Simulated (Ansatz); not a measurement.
H3B2N, SMILES `B=NB` (charge 0, multiplicity 1).

Cartesian coordinates (Å):
```xyz
6

B      1.5214    -0.1333     0.7087
N      0.2837    -0.0243     0.8471
B     -1.1015     0.0965     0.9994
H      2.6761    -0.2343     0.5800
H     -1.8335    -0.4393     0.2221
H     -1.5462     0.7348     1.9062
```
Charge 0, multiplicity 1.

Frozen-core energies in 6-31g from Ansatz (a quantum-chemistry and plane-wave program) at a geometry from B3LYP-D3(BJ)/def2-TZVP; the HF reference has <S^2> = 0.00 and the T1 diagnostic is 0.018.

```
level  energy (Ha)
-----  -----------
HF      -105.54920
MP2     -105.76254
CCSD    -105.78281
```

Task: Estimate the energies of CCSD(T), CCSDT, CCSDT(Q) and CCSDTQ, and give each level's difference from CCSDTQ.

Result: 
| level | energy (Ha) | difference from CCSDTQ (mHa) |
|---|---|---|
| MP2 | -105.76254 | 29.71 |
| CCSD | -105.78281 | 9.43 |
| CCSD(T) | -105.79114 | 1.11 |
| CCSDT | -105.79182 | 0.43 |
| CCSDT(Q) | -105.79234 | -0.09 |
| CCSDTQ | -105.79225 | 0.00 |
